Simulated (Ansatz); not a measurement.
Reactions of `CC(C)[NH][Ti]([OH])([OH])[OH]`.

Computed with Ansatz on PBE0-D4/def2-TZVP structures; ΔE is electronic, products minus reactants. CCSD(T)/CBS is the MP2 limit (def2-TZVPP, def2-QZVPP) plus CCSD(T) − MP2 in def2-TZVPP, frozen cores. This one scheme is used for every species. def2 core potentials past Kr. For I, Sn, Ti outer-core shells are correlated without core-valence functions, which leaves a few kJ/mol of doubt a bond. Scalar relativity is left out up to krypton. Each species was taken in one conformer, which may not be the lowest.

(1) Order these by ΔE at CCSD(T)/CBS, lowest first. (An estimate is asked.)
A. `CC(C)[NH][Ti]([OH])([OH])[OH]` + `CC(C)N` → `CC(C)[NH][Ti]([OH])([OH])[NH]C(C)C` + H₂O
B. `CC(C)[NH][Ti]([OH])([OH])[OH]` + HI → `[OH][Ti]([OH])([OH])[I]` + `CC(C)N`
C. `CC(C)[NH][Ti]([OH])([OH])[OH]` + `[SnH4]` → `C[CH](C)[SnH3]` + `[NH2][Ti]([OH])([OH])[OH]`

Largest T1 diagnostic: 0.024, for `[NH2][Ti]([OH])([OH])[OH]`.

Results:

(1) B (-18.4 kcal/mol), C (-6.9 kcal/mol), A (+9.2 kcal/mol).
